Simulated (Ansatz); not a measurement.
A further run on the cluster K₂Na₂ (the lowest singlet isomer of a short search).

```yaml
crystal:
  periodic: [false, false, false]
  atoms:
    - {symbol: Na, position_ang: [0.027653, 2.032242, -2.781719]}
    - {symbol: Na, position_ang: [1.172919, -0.536841, -0.772572]}
    - {symbol: K, position_ang: [0.428048, -2.437274, 2.745852]}
    - {symbol: K, position_ang: [-1.628619, 0.941873, 0.808429]}
basis:
  gaussian: {orbitals: ANO-RCC-VTZP}
hamiltonian: {xc: {name: B3LYP5}}
scf: {lower_state_search: off}
output: {forces: true}
```

```sh
$ ansatz run in.yaml --threads 4 --pin off --events-out ev --progress --plain --max-ram 3916MiB
```

Shortened log:

```
Functional definition: B3LYP5
970 factors; integrals over basis functions are off by at most 7.1e-4 eV
mean field evaluation 1: about -41614.9706 eV, gradient 8.8e0 eV
mean field evaluation 2: about -41614.5902 eV, gradient 1.2e1 eV
mean field evaluation 4: about -41615.4026 eV, gradient 4.3e-1 eV
mean field evaluation 8: about -41615.4408 eV, gradient 5.8e-2 eV
mean field evaluation 16: about -41615.4408 eV, gradient 4.6e-4 eV
mean field -41615.44082919 eV, -1529.3392425139 hartree, gradient 6.0e-6 eV, S^2 0.000000; 0 other end points of the search recorded, 0 dependent functions left out
reference -41615.44105738 eV, -1529.3392508995 hartree; 30, 30 occupied and 114, 114 virtual orbitals, 970 factors
Total energy: -41615.44105738 eV, -1529.3392508995 hartree
Relativity: scalar
Atom 0 at     0.027653     2.032242    -2.781719 Å, force     0.012320    -0.026131     0.019630 eV/Å
Atom 1 at     1.172919    -0.536841    -0.772572 Å, force    -0.021694     0.027862    -0.010006 eV/Å
Atom 2 at     0.428048    -2.437274     2.745852 Å, force     0.001399     0.002923    -0.005691 eV/Å
Atom 3 at    -1.628619     0.941873     0.808429 Å, force     0.007976    -0.004653    -0.003934 eV/Å
Dipole moment:    -0.372847     0.003974     0.471003 e Å
Checks for a lower state left out: stability, starts, cluster_reference, orbital_swaps, neighbouring_geometries, increment
```

Run time 6 s (4 threads of Arm Neoverse V2 on a shared host).

DK, ANO-RCC and x2c sets are all-electron and run with scalar relativity unless a key says otherwise. The restricted singlet is unstable towards broken spin symmetry at other levels; at RKS B3LYP5/ANO-RCC-VTZP this wasn't settled.
